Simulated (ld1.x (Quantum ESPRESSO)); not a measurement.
titanium, ultrasoft: configuration errors across variants

ld1.x (Quantum ESPRESSO) 7.5 input, shortened:

```
&input
   title='Ti', zed=22., rel=1, dft='PBE', iswitch=3,
   config='[Ar] 3d2 4s2 4p0'
 /
 &inputp
   pseudotype=3, tm=.true., lloc=-1, rcloc=1.95,
   nlcc=.true.,
   which_augfun='PSQ', rmatch_augfun=1.65
 /
6
3S  1  0   2.00   0.00  1.45  1.70  0.0
4S  2  0   2.00   0.00  1.45  1.70  0.0
3P  2  1   6.00   0.00  1.65  2.10  0.0
4P  3  1   0.00   0.00  1.65  2.10  0.0
3D  3  2   2.00   0.00  1.45  1.90  0.0
3D  3  2   0.00   3.75  1.45  1.90  0.0
 &test
   configts(1)='3s2 3p6 3d2 4s2 4p0'
 /
```

All-electron excitation energies from the reference (eV): (1) 3s2 3p6 3d2 4s1 4p0 7.347; (2) 3s2 3p6 3d2 4s0 4p0 20.919; (3) 3s2 3p6 3d1 4s0 4p0 47.867; (4) 3s2 3p6 3d3 4s0 4p0 7.395; (5) 3s2 3p6 3d2 4s0 4p2 6.288; (6) 3s2 3p6 3d2 4s1.5 4p0 2.937.

The overlap operator is not positive definite (basis up to 400 Ry) in “waves 3s (bound): rcut 1.22, rcutus 1.30 bohr; 4s (bound): rcut 1.22, rcutus 1.30 bohr”, “waves 3s (bound): rcut 1.45, rcutus 1.88 bohr; 4s (bound): rcut 1.45, rcutus 1.88 bohr”, “waves 3s (bound): rcut 1.45, rcutus 1.98 bohr; 4s (bound): rcut 1.45, rcutus 1.98 bohr”, “waves 3s (bound): rcut 1.45, rcutus 2.20 bohr; 4s (bound): rcut 1.45, rcutus 2.20 bohr”, “waves 3s (bound): rcut 1.45, rcutus 2.34 bohr; 4s (bound): rcut 1.45, rcutus 2.34 bohr”. Such files are unfit for use, however small their errors in these radial tests.

Tests that are not counted but printed errors over 1 eV. “base”: 3s2 3p6 3d0 4s0 4p0 (solver errors, printed error -686 eV). “waves 3s (bound): rcut 1.44, rcutus 1.52 bohr; 4s (bound): rcut 1.44, rcutus 1.52 bohr”: 3s2 3p6 3d0 4s0 4p0 (solver errors, printed error -684 eV). “waves 3s (bound): rcut 1.45, rcutus 1.88 bohr; 4s (bound): rcut 1.45, rcutus 1.88 bohr”: 3s2 3p6 3d0 4s0 4p0 (solver errors, printed error -746 eV). “waves 3s (bound): rcut 1.45, rcutus 1.98 bohr; 4s (bound): rcut 1.45, rcutus 1.98 bohr”: 3s2 3p6 3d0 4s0 4p0 (solver errors, printed error -743 eV). “waves 3s (bound): rcut 1.45, rcutus 2.20 bohr; 4s (bound): rcut 1.45, rcutus 2.20 bohr”: 3s2 3p6 3d0 4s0 4p0 (solver errors, printed error -740 eV).

2 further variants failed, have other tests or too few solved ones, and are left out.

Errors AE − PS in meV (a dash: test not solved or not reliable):

| change | (1) | (2) | (3) | (4) | (5) | (6) | bound ghosts |
| --- | --- | --- | --- | --- | --- | --- | --- |
| base | -2.7 | -29 | +59 | -20 | -174 | -0.4 | none |
| waves 3s (bound): rcut 1.22, rcutus 1.30 bohr; 4s (bound): rcut 1.22, rcutus 1.30 bohr | -1.0 | -6.2 | +90 | +12 | -111 | -0.3 | not determined (overlap not positive) |
| waves 3s (bound): rcut 1.44, rcutus 1.52 bohr; 4s (bound): rcut 1.44, rcutus 1.52 bohr | -1.5 | -13 | +83 | +2.1 | -125 | -0.3 | none |
| waves 3s (bound): rcut 1.45, rcutus 1.88 bohr; 4s (bound): rcut 1.45, rcutus 1.88 bohr | -21 | -10 | +94 | +1.5 | -117 | -3.8 | not determined (overlap not positive) |
| waves 3s (bound): rcut 1.45, rcutus 1.98 bohr; 4s (bound): rcut 1.45, rcutus 1.98 bohr | +1.0 | -12 | +82 | +0.2 | -129 | +0.3 | not determined (overlap not positive) |
| waves 3s (bound): rcut 1.45, rcutus 2.20 bohr; 4s (bound): rcut 1.45, rcutus 2.20 bohr | -0.2 | -5.3 | +62 | +11 | -110 | -0.1 | not determined (overlap not positive) |
| waves 3s (bound): rcut 1.45, rcutus 2.34 bohr; 4s (bound): rcut 1.45, rcutus 2.34 bohr | -0.7 | -6.1 | +18 | +2.1 | -87 | -0.2 | not determined (overlap not positive) |

Give the same row for: waves 3s (bound): rcut 1.06, rcutus 1.12 bohr; 4s (bound): rcut 1.06, rcutus 1.12 bohr.

-0.4, -3.2, +91, +22, -91, -0.1; bound ghosts: none.
